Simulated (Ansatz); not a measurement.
`N[CH]([SiH3])[SnH3]` → `C[NH][SnH2][SiH3]`  (isomerisation)

Isolated molecules relaxed with PBE0-D4/def2-TZVP in Ansatz; ΔE leaves out vibrations. CCSD(T)/CBS adds triple-zeta CCSD(T) − MP2 to the extrapolated MP2 energy (def2 sets, frozen cores). DFT in def2-TZVPP. def2 core potentials past Kr. For Sn outer-core shells are correlated without core-valence functions, which leaves a few kJ/mol of doubt a bond. Each species was taken in one conformer, which may not be the lowest.

```csv
level,ΔE (kJ/mol)
ωB97X-V,-50.6
SCS-MP2/def2-QZVPP,-51.5
```

Q: What does CCSD(T)/CBS give? (Estimate.)

A: Ansatz gave: -52.4 kJ/mol. The listed levels differ from it by 1.8, 0.9 kJ/mol.

Largest T1 diagnostic among the species: 0.013.

In def2-TZVPP, CCSD(T) changes the Hartree–Fock value by +11.4 kJ/mol (the triples alone add +1.3 kJ/mol) and MP2 by +12.8 kJ/mol. The D4 term adds +4.8 kJ/mol with B3LYP and +2.2 kJ/mol with PBE0; it sums over pairs of atoms, weighted by their polarisabilities, and B3LYP, whose exchange is more repulsive, gets the larger term.

CCSD(T)/CBS has its own doubt, a few kJ/mol and more with outer-core shells, so smaller differences from it don't rank the levels.

B3LYP here is the variant with VWN-RPA as its local correlation; programs differ in this.
